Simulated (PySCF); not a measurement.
A calculated (PBE0, PySCF 2.14, aug-cc-pwCVTZ-DK3, the spin-free X2C one-electron Hamiltonian (Gaussian nucleus)) atom or ion has these occupied shells.

| shell | electrons | orbital energy (eV) | rms radius, mean of both spins (bohr) |
| --- | --- | --- | --- |
| 1s | 2 | -85435.7 | 0.0184 |
| 2s | 2 | -15258.1 | 0.0743 |
| 2p | 6 | -13192.6 | 0.0683 |
| 3s | 2 | -3667.3 | 0.189 |
| 3p | 6 | -3066.8 | 0.192 |
| 3d | 10 | -2413.6 | 0.176 |
| 4s | 2 | -834.16 | 0.416 |
| 4p | 6 | -635.09 | 0.444 |
| 4d | 10 | -392.89 | 0.472 |
| 5s | 2 | -143.60 | 0.933 |
| 4f | 14 | -127.96 | 0.512 |
| 5p | 6 | -88.363 | 1.07 |
| 5d | 10 | -24.848 | 1.49 |
| 6s | 2 | -17.123 | 2.56 |

Q: Name the element and its charge.

A: Tl⁺ (thallium, charge +1), in [Xe] 4f14 5d10 6s2, closed-shell 1S.
